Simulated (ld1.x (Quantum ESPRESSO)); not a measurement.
## Ca (Z = 20), TM: configuration errors across variants

Ca (Z = 20), norm-conserving Troullier–Martins (Kleinman–Bylander form), made with ld1.x (Quantum ESPRESSO) 7.5 (BLYP, scalar-relativistic). Core [Ar], reference 3d0 4s1 4p0 (charge +1). Waves: 4p (bound, empty): rc 4.15 bohr; 3d (bound, empty): rc 2.30 bohr; 4s (bound): rc 3.15 bohr. Local part: the s channel. Core correction: Bessel-smoothed model core inside 2.20 bohr.

All-electron excitation energies from the reference (eV): (1) 3d0 4s2 4p0 -6.230; (2) 3d0 4s1.5 4p0 -3.787; (3) 3d0 4s1 4p1 -3.758; (4) 3d0.5 4s1.5 4p0 -5.183; (5) 3d1 4s1 4p0 -3.950; (6) 3d1 4s0 4p0 1.488; (7) 3d0 4s0 4p1 3.133.

3 further variants failed, have other tests or another functional or relativity, and are left out.

Errors AE − PS in meV (a dash: test not solved or not reliable):

```csv
change,(1),(2),(3),(4),(5),(6),(7),bound ghosts
base,+0.2,-0.1,+2.2,-51,-136,-211,-6.0,none
"all radii but the core radius scaled by about 0.93 (s 2.92, p 3.84, d 2.14 bohr)",+0.2,-0.1,+2.3,-55,-146,-230,-6.6,none
wave 4p (bound): rc 4.15 bohr becomes 4p (bound): rc 3.56 bohr,+0.2,-0.1,+2.3,-51,-136,-211,-6.5,none
```

Task: Give the same row for: local potential the p channel.

Result: +17, +4.4, +5.6, -27, -128, -226, -5.9; bound ghosts: none.
